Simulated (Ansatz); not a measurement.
`CBN[SiH3]`, charge 0, multiplicity 1.

Task: Give a relaxed structure at PBE0-D4/def2-TZVP (Ansatz 0.2.0). (Estimate.)

Result: The calculation gave: 
Z-matrix (Å, degrees):
```
C
B 1 1.567
H 1 1.096 2 109.8
H 1 1.094 2 115.7 3 -122.1
H 1 1.095 2 109.9 3 115.5
N 2 1.407 1 122.4 3 121.5
H 2 1.203 1 120.0 3 -58.4
Si 6 1.744 2 127.3 1 0.0
H 6 1.009 2 116.8 1 -179.9
H 8 1.485 6 111.5 2 -60.8
H 8 1.485 6 111.5 2 60.4
H 8 1.486 6 107.1 2 179.8
```
Point group Cs.
This is one stationary point; other conformers may exist.
